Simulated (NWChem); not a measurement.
CH$_{4}$MgO; SMILES [O]([MgH])C

```xyz
7

Mg     0.0000     0.0000    -1.4031
H      0.0000     0.0000    -3.1015
O      0.0000     0.0000     0.3675
C      0.0000     0.0000     1.7521
H      0.7241     0.7241     2.1620
H     -0.9892     0.2651     2.1620
H      0.2651    -0.9892     2.1620
```
Atoms are numbered in this order, from 1.

Program: NWChem. Pople sets run with spherical d functions. Medium grid unless said otherwise, to which SCAN and Minnesota functionals are sensitive. Geometry: optimised at B3LYP/6-31G* (spherical d). Total energies of different functionals are on different scales.

```
level             energy (Ha)  highest occupied level (eV)  orbital gap (eV)  dipole (D)
----------------  -----------  ---------------------------  ----------------  ----------
B3LYP/6-31G*        -315.8264                        -6.64              5.97        0.46
PBE/6-31G*          -315.5307                        -5.37              4.23        0.50
LRC-wPBEh/6-31G*    -315.5814                        -8.76              9.96        0.42
revPBE/6-31G*       -315.7152                        -5.32              4.28        0.50
r2SCAN/6-31G*       -315.7050                        -5.67              5.04        0.50
TPSSh/6-31G*        -315.8183                        -6.07              5.47        0.54
KT2/6-31G*          -319.5228                          [?]              4.25        0.40
M06-2X/6-31G*       -315.7201                        -8.47              8.50        0.33
B97-2/6-31G*        -315.7628                        -6.61              6.26        0.43
```

Question: Fill in the missing entries.

Answer: 
- KT2/6-31G*, highest occupied level (eV): -5.49
